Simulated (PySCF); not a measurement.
**Finite-field polarisability of Al (aluminium, neutral)**

[Ne] 3s2 3p1, 2P determinant. Calculation: PySCF 2.14, in aug-cc-pVQZ-DK; the spin-free X2C one-electron Hamiltonian (Gaussian nucleus). Frozen: [Ne]. Energy changes in a uniform field (μhartree):

```csv
axis,F (au),HF,MP2,CCSD,CCSD(T)
x,0.002,-103.666,-102.617,-99.881,-100.014
x,0.004,-415.139,-410.961,-399.980,-400.517
y,0.0016,-102.805,-99.724,-96.601,-96.605
y,0.0032,-412.920,-400.478,-387.870,-387.883
```

By symmetry the remaining axis equals x.

Task: Derive α along x at CCSD(T) from the two fields.

Result: With ΔE = −αF²/2 − γF⁴/24, α = −(16 ΔE(F) − ΔE(2F))/(6F²) = 49.99 bohr³.

Task: And the mean polarisability at each level?

Result: The components xx, yy, zz at CCSD(T) are 49.99, 75.38, 49.99, the third axis being equal by symmetry to one of the two computed. Means: HF 61.28, MP2 60.13, CCSD 58.41, CCSD(T) 58.45 bohr³. Reference: 57.8 ± 1 bohr³ (recommended; Schwerdtfeger and Nagle, table of static dipole polarizabilities (2023 update)).
